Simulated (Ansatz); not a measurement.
A search over several starts for the lowest SCF solution of C₂H₅NOSi⁻, that is SiH2Me(NCO) with one electron more at the given spin, in a small basis.

```yaml
crystal:
  periodic: [false, false, false]
  atoms:
    - {symbol: Si, position_ang: [0.684762, 0.029494, 0.455487]}
    - {symbol: H, position_ang: [0.728243, 0.001577, 1.958168]}
    - {symbol: H, position_ang: [2.089991, -0.025492, -0.076364]}
    - {symbol: C, position_ang: [-0.211507, 1.558946, -0.164665]}
    - {symbol: H, position_ang: [0.312745, 2.474650, 0.178217]}
    - {symbol: H, position_ang: [-1.250973, 1.590161, 0.218863]}
    - {symbol: H, position_ang: [-0.247445, 1.573950, -1.272375]}
    - {symbol: N, position_ang: [-0.146037, -1.397292, -0.081761]}
    - {symbol: C, position_ang: [-0.704398, -2.409097, -0.433628]}
    - {symbol: O, position_ang: [-1.255371, -3.396898, -0.781932]}
basis:
  gaussian: {orbitals: def2-SVP}
total_charge: -1
magnetization: {spin_polarized: true, initial_magnetization: 1}
hamiltonian: {xc: pbe0, dispersion: d4}
output: {orbitals: {seedname: orbitals}}
```

```sh
$ ansatz run in.yaml --threads 4 --pin off --events-out ev --progress --plain --max-ram 3916MiB
```

Shortened log:

```
Functional definition: PBE0
988 factors; integrals over basis functions are off by at most 1.2e-3 eV
mean field evaluation 1: about -13548.0704 eV, gradient 3.0e1 eV
mean field evaluation 2: about -13544.1334 eV, gradient 4.2e1 eV
mean field evaluation 4: about -13552.2083 eV, gradient 4.3e0 eV
mean field evaluation 8: about -13552.4835 eV, gradient 6.6e-1 eV
mean field evaluation 16: about -13552.4893 eV, gradient 2.8e-2 eV
mean field evaluation 32: about -13552.4895 eV, gradient 2.9e-5 eV
mean field -13552.48953316 eV, -498.0448041363 hartree, gradient 1.2e-5 eV, S^2 0.755186; 4 other end points of the search recorded, 0 dependent functions left out
reference -13552.48956289 eV, -498.0448052289 hartree; 24, 23 occupied and 75, 76 virtual orbitals, 988 factors
Total energy: -13552.67518038 eV, -498.0516265457 hartree
```

Run time 15 s (4 threads of Intel Xeon on a shared host).

The highest occupied level of the charge -1 doublet lies above zero (up to 4.08 eV). By energy differences it is unbound by 2.05 eV (vertical, against the charge 0 singlet, at LC-ωPBE (ω = 0.30 bohr⁻¹)/def2-TZVP) and held by the finite basis.
